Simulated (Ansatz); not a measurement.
Basis-set extrapolation for CHClNOSi, SMILES `O=C=N[SiH]Cl` radical (PBE0-D4/def2-TZVP geometry, frozen core, Ansatz). Multiplicity 2, UHF reference.

```json
{"": "HF", "def2-TZVPP": "-916.355286", "def2-QZVPP": "-916.384301"}
{"": "MP2 correlation", "def2-TZVPP": "-0.842830", "def2-QZVPP": "-0.911928"}
{"": "CCSD(T) correlation", "def2-TZVPP": "-0.904585", "def2-QZVPP": "not run"}
```

Energies in hartree. Use E(X) = E(∞) + A·exp(−7.88·√X) for Hartree–Fock and E(X) = E(∞) + B·X^(−2.97) for correlation, with X = 3 and 4, and add CCSD(T) minus MP2 of the smaller set to the MP2 limit.

Question: What is the CCSD(T) energy at the basis-set limit?

Answer: HF limit: -916.384301 + (-0.029015) × 0.13774 = -916.38830. MP2 limit: -0.911928 + (-0.069098) × 0.74074 = -0.96311. Higher-order term: -0.904585 − (-0.842830) = -0.06176. Total: -917.41317 hartree, 402.5 kJ/mol below CCSD(T)/def2-TZVPP.
